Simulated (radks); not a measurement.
All-electron atom: the aluminium ion Al2+ in [Ne] 3s0.5 3p0.5 (fractional occupations, a model configuration). Method: scalar-relativistic Kohn-Sham, BLYP, spin-polarised, spherical densities, finite nucleus; open shells are filled with parallel spins first; Fermi nuclear charge, rms radius 3.061 fm; computed with a radial shooting solver on a logarithmic mesh with Libxc functionals.

Normalised radial functions P(r) = r R(r), r in bohr:

```
   r/bohr * 2s up, o 2p up, + 3p up (the largest magnitude, 1.29, reaches the edge; | marks zero, & curves that meet)
 0.007075                             &  *
 0.009067                             &   *
  0.01153                             &    *
  0.01477                             &     *
  0.01878                             &      *
  0.02406                             +o       *
  0.03059                             +o        *
   0.0392                             |+o        *
  0.04983                             |+ o        *
  0.06335                             |+  o        *
  0.08118                             | +   o     *
   0.1032                             | +     o *
   0.1322                             |  + *     o
   0.1681                            *|   +          o
   0.2154                     *       |    +             o
   0.2739             *               |     +                o
   0.3509      *                      |      +                 o
   0.4461  *                          |     +                   o
   0.5717  *                          |   +                   o
   0.7268       *                     |+                  o
   0.9314             *            +  |              o
    1.184                    * +      |         o
    1.517                  +      *   |    o
    1.929               +            *| o
    2.472               +             *o
    3.142                  +          &
    4.026                      +      &
    5.119                          +  &
    6.559                            +&
    8.338                             &
```

2s up: eigenvalue -129.31 eV, 1 radial node at r = 0.165 bohr, <r> = 0.625 bohr, 90 % of the charge inside 0.990 bohr. 2p up: eigenvalue -91.000 eV, 0 radial nodes, <r> = 0.601 bohr, 90 % of the charge inside 1.02 bohr. 3p up: eigenvalue -18.127 eV, 1 radial node at r = 0.798 bohr, <r> = 2.50 bohr, 90 % of the charge inside 3.77 bohr.
